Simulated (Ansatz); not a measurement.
CH5ClSeSi (`C[Se][SiH2]Cl`). Total charge 0; spin multiplicity 1.

```xyz
9

C     0.2683   -1.5157    0.4503
Se    1.3821   -0.1940   -0.4708
Si   -0.1751    1.4254   -0.5754
Cl   -0.7286    2.1058    1.2893
H     0.8886   -2.4010    0.5770
H    -0.6027   -1.7607   -0.1539
H    -0.0306   -1.1339    1.4239
H     0.4180    2.5479   -1.3352
H    -1.4199    0.9263   -1.2052
```

Q: What are the harmonic wavenumbers in cm⁻¹ at PBE0-D4/def2-TZVP (Ansatz, finite differences of forces, unscaled)? (An estimate is asked.)

A: Ansatz gave: 58, 107, 129, 177, 403, 532, 546, 608, 711, 833, 917, 922, 938, 1308, 1462, 1470, 2238, 2262, 3080, 3183, 3186.

Q: Is this a minimum?

A: Yes, all 21 modes are real.

Q: Give the ideal-gas thermochemistry at 298.15 K and 1 bar (rigid rotor, harmonic oscillator; point group C1, symmetry number 1).

A: Zero-point energy 149.9 kJ/mol; H(298) − E = 170.4 kJ/mol; entropy 359.0 J/(mol·K), of which translation 172.1, rotation 117.4, vibration 69.5; G(298) − E = 63.4 kJ/mol. Modes under 100 cm⁻¹ are hindered rotations or soft bends, so the harmonic entropy is rough.

Q: And at 400, 500, 600, 800 and 1000 K?

A: 
| T (K) | H − E (kJ/mol) | S (J/mol/K) | G − E (kJ/mol) |
| --- | --- | --- | --- |
| 400 | 181.3 | 390.4 | 25.2 |
| 500 | 193.5 | 417.5 | -15.2 |
| 600 | 206.8 | 441.7 | -58.2 |
| 800 | 236.1 | 483.8 | -150.9 |
| 1000 | 268.2 | 519.5 | -251.3 |
